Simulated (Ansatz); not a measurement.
The cluster Na₂Br₃. Total charge 0; doublet. Geometry PBE0-D4/def2-SVP; atoms count from 1.

Cartesian coordinates in Å:
```
Na 0.505 -1.332 0.848
Na 0.128 1.504 -0.686
Br -0.987 -1.002 -1.615
Br 2.308 0.632 0.600
Br -1.954 0.198 0.852
```

In the doublet, Br3 and Br5 lie 2.91 Å apart (atoms count from 1), so these atoms are partly bonded to each other. The structure comes from a short search, and lower isomers may exist.

(1) Estimate the Mulliken populations from the PBE0/def2-TZVP orbitals of Ansatz.

(2) Where does the spin sit?

(3) And the Mayer bond orders between bonded heavy atoms (over 0.3)?

Results:

(1) 
```tsv
atom	charge (e)	spin (α − β)
Na1	0.63	-0.01
Na2	0.63	-0.01
Br3	-0.31	0.51
Br4	-0.65	0.00
Br5	-0.31	0.51
```
Mulliken values and Mayer orders depend strongly on the basis.

(2) Summed by element: Na -0.02, Br 1.02, of 1 unpaired in all. Largest on single atoms: Br5 0.51, Br3 0.51, Na1 -0.01.

(3) Na1–Br4 0.33 (2.68 Å); Na2–Br4 0.33 (2.68 Å); Br3–Br5 0.48 (2.91 Å).
